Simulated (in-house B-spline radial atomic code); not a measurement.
# Cr VII (Cr6+): [Ne] 3s1 (3p1/2)1 (3p3/2)4 3d2 (with a hole in an inner shell)

Level of theory: Dirac-Hartree-Fock, average of the jj configuration, Fermi nucleus of rms radius 3.6452 fm; calculated with a radial B-spline atomic code at the basis-set limit.

Screening seen three ways: the hydrogenic charge with the same mean radius, Z_r = [3n² - l(l+1)]/(2<r>), the one with the same energy, Z_e = n√(-2ε), and Slater's rules. Values are occupation-weighted means over j.

```
shell  electrons   ε (eV)  <r> (bohr)    Z_r    Z_e  Slater
   1s          2  -6168.7     0.06351  23.62  21.29   23.70
   2s          2   -844.3      0.2909  20.63  15.76   19.85
   2p          6  -726.45      0.2584  19.35  14.61   19.85
   3s          1  -198.85      0.8443  15.99  11.47   13.45
   3p          5  -160.39      0.8769  14.25  10.30   13.45
   3d          2  -114.14      0.8988  11.68   8.69    7.65
```

The least bound orbital is 3d3/2 at -113 eV, and it is also the most diffuse (<r> = 0.8999 bohr).

For the 1s electron the small component carries 0.743 % of the norm, the zero-frequency Breit interaction raises the level by 6.442 eV, self-energy by 3.131 eV, and vacuum polarisation lowers it by 0.2551 eV.
